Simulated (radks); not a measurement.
Co III, configuration [Ar] 3d6 4p1 (not the ground configuration).

All-electron calculation, Dirac Kohn-Sham, PBEsol, spin-unpolarised, spherical densities, finite nucleus; open shells are shared between the two j in proportion to 2j + 1; Fermi nuclear charge, rms radius 3.7875 fm. Program: a radial shooting solver on a logarithmic mesh with Libxc functionals.

Energy parts (hartree):
part                       energy
total                 -1390.43058
kinetic                1411.22052
electron-nucleus      -3310.68025
Hartree                 566.30050
exchange-correlation    -57.27135

Orbitals (lengths in bohr, moments of r in powers of bohr):
orbital,occ.,eigenvalue (hartree),<r>
1s1/2,2,-279.7377,0.05623
2s1/2,2,-34.04717,0.2555
2p1/2,2,-29.68384,0.2230
2p3/2,4,-29.14007,0.2261
3s1/2,2,-4.77367,0.7691
3p1/2,2,-3.46724,0.8004
3p3/2,4,-3.39764,0.8096
3d3/2,2.4,-1.28302,0.9503
3d5/2,3.6,-1.27499,0.9545
4p1/2,0.333333,-0.63137,2.720
4p3/2,0.666667,-0.62543,2.743

The highest occupied level is 4p3/2 at -17.019 eV. Summed over all electrons, <r^2> = 21.96 bohr^2, which gives a Langevin (diamagnetic) susceptibility term of -17.4 x 10^-6 cm^3/mol.
